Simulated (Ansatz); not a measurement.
F₃H₃SSi₂, SMILES `F[SiH2]S[SiH](F)F` from Hartree–Fock to CCSD(T)

| atom | x (Å) | y (Å) | z (Å) |
| --- | --- | --- | --- |
| F1 | -2.4019 | -0.4949 | -0.6553 |
| Si2 | -1.4968 | -0.0794 | 0.5866 |
| S3 | -0.1233 | 1.4546 | 0.0236 |
| Si4 | 1.4947 | 0.2384 | -0.5610 |
| F5 | 2.1951 | -0.4220 | 0.6967 |
| F6 | 0.9951 | -0.9653 | -1.4623 |
| H7 | -0.7712 | -1.2788 | 1.0519 |
| H8 | -2.3770 | 0.5098 | 1.6151 |
| H9 | 2.4852 | 1.0376 | -1.2953 |

Charge 0, multiplicity 1. The geometry is a stationary point of PBE0-D4/def2-TZVP. It is one conformer, not always the lowest. Frozen core, restricted reference, Ansatz. CBS rows extrapolate triple and quadruple zeta; past MP2 they add the triple-zeta difference.

```
     basis      HF (Eh)  MP2 corr.  CCSD corr.       (T)  CCSD(T) total
def2-TZVPP  -1275.90445          ?           ?  -0.03955              ?
def2-QZVPP  -1275.94908          ?           –         –              –
 CBS(def2)  -1275.95523          ?    -1.38062     as TZ              ?
```

Problem. Fill in the withheld values. (Best estimate.)

Solution. Ansatz gave: def2-TZVPP MP2 corr.: -1.15575; def2-TZVPP CCSD corr.: -1.19050; def2-TZVPP CCSD(T) total: -1277.13450; def2-QZVPP MP2 corr.: -1.26497; CBS(def2) MP2 corr.: -1.34588; CBS(def2) CCSD(T) total: -1277.37540.
